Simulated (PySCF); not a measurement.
C₂H₉NOSi₂, SMILES CN1C[Si@@H](O)[SiH2]1.

Geometry: ωB97X-D3(BJ)/def2-SVP. The structure was generated by enumeration; whether it is a known compound was not checked. One conformer was computed; it need not be the lowest.

Level of theory: ωB97X-D3(BJ)/def2-SVP (PySCF).

Frequencies are harmonic and unscaled.

```csv
mode,ν (cm⁻¹),IR (km/mol),moving atoms (share of kinetic energy)
1,55,0.5,"C 38 %, H 31 %, O 23 %"
2,128,1.9,"H 57 %, N 32 %"
3,154,51.2,"H 42 %, O 36 %, Si 18 %"
4,205,4.1,"H 64 %, N 27 %"
5,213,59.4,"H 69 %, O 12 %, Si 11 %"
6,247,9.6,"H 30 %, O 26 %, Si 22 %, C 21 %"
7,305,1.2,"H 32 %, C 29 %, Si 26 %, N 8 %"
8,376,4.8,"Si 32 %, C 25 %, H 19 %, N 17 %"
9,452,4.0,"Si 50 %, H 41 %"
10,503,25.6,"H 58 %, Si 40 %"
11,653,12.1,"H 65 %, C 16 %, Si 14 %"
12,668,14.8,"H 52 %, C 21 %, Si 20 %"
13,679,25.4,"H 66 %, C 17 %, Si 9 %"
14,723,201.7,"H 53 %, C 26 %, Si 17 %"
15,741,112.1,"H 74 %, C 13 %, Si 11 %"
16,805,92.0,"H 78 %, Si 14 %"
17,859,136.0,"H 41 %, O 40 %, Si 17 %"
18,864,67.7,"H 71 %, C 11 %, Si 9 %, O 8 %"
19,949,114.7,"H 53 %, Si 30 %, O 16 %"
20,1011,172.9,H 88 %
21,1025,14.2,"H 47 %, C 34 %, N 19 %"
22,1134,1.2,"H 81 %, C 17 %"
23,1184,26.8,"H 66 %, C 24 %, N 9 %"
24,1193,14.2,"H 76 %, C 15 %, N 9 %"
25,1260,73.8,"N 52 %, C 26 %, H 22 %"
26,1326,59.3,"N 43 %, H 29 %, C 26 %"
27,1451,17.3,"H 83 %, C 17 %"
28,1463,7.6,H 97 %
29,1481,13.6,H 92 %
30,1504,4.1,H 94 %
31,2200,163.6,H 96 %
32,2218,176.3,H 97 %
33,2227,165.6,H 97 %
34,3006,52.6,H 96 %
35,3010,91.3,H 95 %
36,3058,52.2,"H 90 %, C 10 %"
37,3075,30.1,"H 90 %, C 10 %"
38,3142,17.4,"H 91 %, C 9 %"
39,3938,125.7,H 94 %
```
